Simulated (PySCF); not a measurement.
In(OMe)(NH2)2 (CH7InN2O), SMILES [NH2][In]([O]C)[NH2].

Geometry optimised at B3LYP-D3(BJ)/def2-SVP. The structure was generated by enumeration; whether it is a known compound was not checked. The def2 effective core potentials stand for the cores of In; spin–orbit coupling is left out. One conformer was computed; it need not be the lowest.

All values below come from PySCF with TDDFT-B3LYP/def2-SVPD.

Vertical excitations. The molecule is in vacuum.

```tsv
state	energy (eV)	λ (nm)	f	main pairs
S1	4.22	294	0.005	HOMO→LUMO 95 %
S2	4.47	278	0.052	HOMO−1→LUMO 92 %
S3	4.72	263	0.046	HOMO−2→LUMO 90 %
S4	5.21	238	0.068	HOMO−3→LUMO 95 %
S5	5.64	220	0.026	HOMO→LUMO+1 68 %, HOMO−1→LUMO+1 13 %, HOMO−2→LUMO+1 12 %
S6	5.78	215	0.044	HOMO−1→LUMO+1 72 %, HOMO→LUMO+1 17 %
S7	5.94	209	0.027	HOMO−2→LUMO+1 82 %
S8	6.42	193	0.003	HOMO−1→LUMO+2 37 %, HOMO−1→LUMO+3 33 %, HOMO→LUMO+2 24 %
S9	6.48	191	0.029	HOMO−1→LUMO+3 43 %, HOMO→LUMO+2 19 %, HOMO→LUMO+3 18 %, HOMO−3→LUMO+1 8 %
S10	6.51	190	0.022	HOMO→LUMO+2 47 %, HOMO−1→LUMO+2 25 %, HOMO→LUMO+3 23 %
T1	3.72	333	0	HOMO−1→LUMO 95 %
T2	3.90	318	0	HOMO→LUMO 87 %
T3	4.23	293	0	HOMO−2→LUMO 83 %
T4	4.62	269	0	HOMO−3→LUMO 88 %
```
Triplets are in the Tamm–Dancoff approximation, which puts them higher than full response would, so one can lie above its singlet here.
